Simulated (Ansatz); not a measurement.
Reaction (substitution at a C–Al bond): `C=[CH][Al]([CH3])[CH3]` + `NO` → `CON` + `C=[CH][AlH][CH3]`

Isolated molecules relaxed with PBE0-D4/def2-TZVP in Ansatz; ΔE leaves out vibrations. CBS: MP2 limit from def2 TZ/QZ plus the TZ coupled-cluster correction, frozen cores. This one scheme is used for every species. Functionals use def2-TZVPP. One conformer a species, not always the lowest.

`C=[CH][Al]([CH3])[CH3]`:

```xyz
14

C    -0.400    1.642   -1.861
C     0.407    0.645   -1.488
Al    0.161   -0.290    0.206
C    -1.305    0.257    1.380
C     1.372   -1.743    0.700
H    -0.281    2.184   -2.798
H    -1.230    1.971   -1.240
H     1.211    0.394   -2.182
H    -1.794   -0.610    1.835
H    -2.073    0.850    0.876
H    -0.922    0.864    2.209
H     1.090   -2.665    0.178
H     2.407   -1.532    0.413
H     1.356   -1.967    1.770
```

`NO`:

Cartesian coordinates in Å:
```
N -0.095 -0.401 -0.302
O 0.073 0.723 0.553
H 0.382 -0.141 -1.161
H 0.471 -1.130 0.122
H -0.831 0.948 0.789
```

`CON`:

```xyz
8

C    -0.742   -0.400   -0.582
O    -0.214   -0.110    0.688
N     1.028    0.553    0.522
H    -0.078   -1.059   -1.152
H    -0.918    0.513   -1.161
H    -1.692   -0.907   -0.403
H     0.925    1.422    1.040
H     1.691   -0.011    1.048
```

`C=[CH][AlH][CH3]`:

```xyz
11

C    -1.261    1.152   -0.892
C    -1.527    0.124   -0.081
Al   -0.088   -0.912    0.719
C     1.758   -0.418    0.310
H    -0.240    1.445   -1.132
H    -2.036    1.756   -1.360
H    -2.581   -0.092    0.098
H    -0.432   -2.131    1.683
H     1.965    0.618    0.597
H     2.483   -1.055    0.822
H     1.957   -0.488   -0.765
```

| level | ΔE (kJ/mol) |
| --- | --- |
| B2PLYP | 79.2 |
| BLYP | 74.6 |
| r2SCANh | 82.8 |
| r2SCAN0 | 83.3 |

What does CCSD(T)/CBS give? (Best estimate.)

Computed: +84.8 kJ/mol. The listed levels differ from it by -5.6, -10.2, -2.0, -1.5 kJ/mol.

Largest T1 diagnostic among the species: 0.011.

At CCSD(T), def2-SVP lies −22.5 kJ/mol from the extrapolated value and def2-TZVPP −3.6 kJ/mol. In def2-TZVPP, CCSD(T) changes the Hartree–Fock value by +16.0 kJ/mol (the triples alone add +1.0 kJ/mol) and MP2 by +21.6 kJ/mol.
